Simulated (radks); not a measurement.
Values are calculated unless marked as measured or tabulated.
Species: Mg II. Configuration: [Ne] 3s1. Code: a radial shooting solver on a logarithmic mesh with Libxc functionals. Model: Dirac Kohn-Sham, BLYP, spin-unpolarised, spherical densities, finite nucleus; Fermi nuclear charge, rms radius 3.057 fm.

Normalised radial functions P(r) = r R(r) (large component), r in bohr:

| r | 2p3/2 | 3s1/2 |
|---|---|---|
| 0.005348 | 0.0015 | 0.0271 |
| 0.006029 | 0.0019 | 0.0303 |
| 0.006798 | 0.0024 | 0.0338 |
| 0.007726 | 0.0031 | 0.0380 |
| 0.008711 | 0.0039 | 0.0423 |
| 0.009822 | 0.0049 | 0.0470 |
| 0.01107 | 0.0061 | 0.0522 |
| 0.01259 | 0.0079 | 0.0582 |
| 0.01419 | 0.0099 | 0.0642 |
| 0.016 | 0.0124 | 0.0708 |
| 0.01819 | 0.0159 | 0.0782 |
| 0.0205 | 0.0199 | 0.0856 |
| 0.02312 | 0.0249 | 0.0933 |
| 0.02628 | 0.0316 | 0.1018 |
| 0.02963 | 0.0393 | 0.1098 |
| 0.0334 | 0.0489 | 0.1177 |
| 0.03766 | 0.0606 | 0.1254 |
| 0.0428 | 0.0760 | 0.1328 |
| 0.04826 | 0.0936 | 0.1388 |
| 0.05441 | 0.1149 | 0.1434 |
| 0.06185 | 0.1422 | 0.1461 |
| 0.06973 | 0.1729 | 0.1462 |
| 0.07862 | 0.2092 | 0.1431 |
| 0.08936 | 0.2546 | 0.1356 |
| 0.1007 | 0.3041 | 0.1241 |
| 0.1136 | 0.3606 | 0.1075 |
| 0.1281 | 0.4243 | 0.0855 |
| 0.1456 | 0.4999 | 0.0557 |
| 0.1641 | 0.5772 | 0.0220 |
| 0.1851 | 0.6594 | -0.0169 |
| 0.2103 | 0.7506 | -0.0629 |
| 0.2371 | 0.8365 | -0.1088 |
| 0.2674 | 0.9197 | -0.1551 |
| 0.3039 | 1.0010 | -0.2019 |
| 0.3426 | 1.0659 | -0.2399 |
| 0.3863 | 1.1151 | -0.2687 |
| 0.4356 | 1.1446 | -0.2847 |
| 0.495 | 1.1506 | -0.2842 |
| 0.5582 | 1.1304 | -0.2646 |
| 0.6293 | 1.0852 | -0.2251 |
| 0.7153 | 1.0110 | -0.1610 |
| 0.8064 | 0.9206 | -0.0817 |
| 0.9093 | 0.8150 | 0.0130 |
| 1.033 | 0.6919 | 0.1263 |
| 1.165 | 0.5734 | 0.2382 |
| 1.314 | 0.4583 | 0.3487 |
| 1.481 | 0.3520 | 0.4510 |
| 1.684 | 0.2529 | 0.5429 |
| 1.898 | 0.1762 | 0.6058 |
| 2.14 | 0.1161 | 0.6414 |
| 2.432 | 0.0694 | 0.6459 |
| 2.743 | 0.0399 | 0.6187 |
| 3.092 | 0.0211 | 0.5639 |
| 3.514 | 0.0097 | 0.4822 |
| 3.963 | 0.0042 | 0.3929 |
| 4.468 | 0.0016 | 0.3011 |
| 5.037 | 0.0006 | 0.2155 |
| 5.725 | 0.0001 | 0.1387 |
| 6.455 | 0.0000 | 0.0842 |
| 7.278 | 0.0000 | 0.0467 |
| 8.272 | 0.0000 | 0.0222 |
| 9.327 | 0.0000 | 0.0098 |

2p3/2: eigenvalue -55.538 eV, 0 radial nodes, <r> = 0.689 bohr, 90 % of the charge inside 1.18 bohr. 3s1/2: eigenvalue -11.407 eV, 2 radial nodes at r = 0.176, 0.895 bohr, <r> = 2.77 bohr, 90 % of the charge inside 4.21 bohr.
